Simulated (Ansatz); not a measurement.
Potential energy curve for Al2(mu-OH)2(OMe)4, C₄H₁₄Al₂O₆, singlet. The Al1–O22 bond (Al1 also carries Al, O, O, O; O22 carries C) is stretched with both fragments frozen at the PBE0/def2-SVP optimised geometry.

Levels: RKS-PBE = Ansatz (a quantum-chemistry and plane-wave program) with restricted PBE/def2-SVP; UKS-PBE = Ansatz with unrestricted PBE/def2-SVP; UKS-CAM-B3LYP = Ansatz with unrestricted CAM-B3LYP/def2-SVP; UKS-PBE0 = unrestricted PBE0/def2-SVP in Ansatz.

Energies relative to the lowest point of each curve near equilibrium, in kcal/mol; the last columns give the difference from UKS-PBE0:

```
R / Å  RKS-PBE  UKS-PBE  UKS-CAM-B3LYP  UKS-PBE0  RKS-PBE − UKS-PBE0  UKS-PBE − UKS-PBE0  UKS-CAM-B3LYP − UKS-PBE0
-----  -------  -------  -------------  --------  ------------------  ------------------  ------------------------
1.41      49.9     49.9           46.3      47.2                 2.7                 2.7                      -0.9
1.48      25.7     25.7           23.0      23.6                 2.1                 2.1                      -0.6
1.59       5.8      5.8            4.4       4.7                 1.0                 1.0                      -0.3
1.64       1.8      1.8            1.1       1.3                 0.6                 0.6                      -0.2
1.70       0.0      0.0            0.0       0.0                 0.0                 0.0                       0.0
1.75       0.4      0.4            1.0       0.8                -0.5                -0.5                       0.1
1.84       4.1      4.1            5.8       5.3                -1.3                -1.3                       0.4
1.90       8.1      8.1           10.5       9.9                -1.8                -1.8                       0.6
2.07      22.9     22.9           27.3      26.1                -3.3                -3.3                       1.2
2.22      37.4     37.4           43.7      42.0                -4.6                -4.6                       1.7
2.48      61.0     61.0           70.7      68.0                -6.9                -6.9                       2.7
2.82      84.9     84.9           99.2      94.6                -9.7                -9.7                       4.6
3.13     100.1     98.4          112.9     107.0                -7.0                -8.6                       5.8
3.55     113.5    107.5          120.2     114.3                -0.8                -6.8                       5.9
4.13     124.1    113.1          123.3     117.8                 6.3                -4.7                       5.4
4.97     131.4    116.1          123.7     118.6                12.7                -2.6                       5.1
```

RKS-PBE is furthest from UKS-PBE0 at 4.97 (12.7 kcal/mol, above); its mean absolute difference over the points is 3.8 kcal/mol.

UKS-PBE is furthest from UKS-PBE0 at 2.82 (-9.7 kcal/mol, below); its mean absolute difference over the points is 3.6 kcal/mol.

UKS-CAM-B3LYP is furthest from UKS-PBE0 at 3.55 (5.9 kcal/mol, above); its mean absolute difference over the points is 2.2 kcal/mol.

The restricted form behind RKS-PBE keeps the bonding electrons paired and can't separate into open-shell fragments. The unrestricted determinant behind UKS-PBE is spin-contaminated at 3.13 to 4.97 Å (<S²> up to 0.9, against 0.00 for a pure singlet). The unrestricted determinant behind UKS-CAM-B3LYP, UKS-PBE0 is spin-contaminated at 2.82 to 4.97 Å (<S²> up to 1.0, against 0.00 for a pure singlet).
